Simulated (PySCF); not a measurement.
Cl4Ge, SMILES [Ge-]([Cl])([Cl])([Cl])[Cl] (connectivity only; charge and spin as stated), charge -1, multiplicity 2.

Geometry: PBE0-D3(BJ)/def2-SVPD.

Two levels are set side by side: PBE/def2-SVPD (PySCF) and M06-2X/def2-SVPD (PySCF). Same geometry, gas phase. Differences are taken from unrounded values.

```
quantity                     M06-2X    PBE  PBE minus M06-2X
---------------------------  ------  -----  ----------------
α-spin orbital gap (eV)        6.73   3.50             -3.23
β-spin orbital gap (eV)        7.38   2.80             -4.59
mean polarisability (bohr³)   110.9  121.3              10.4
```

PBE's more diffuse valence density responds more strongly to a field. Differences between two approximate levels are no errors against the true value.

Rough cost on one machine, each run with all the roots and properties that it gave: M06-2X against PBE within a factor of 2.
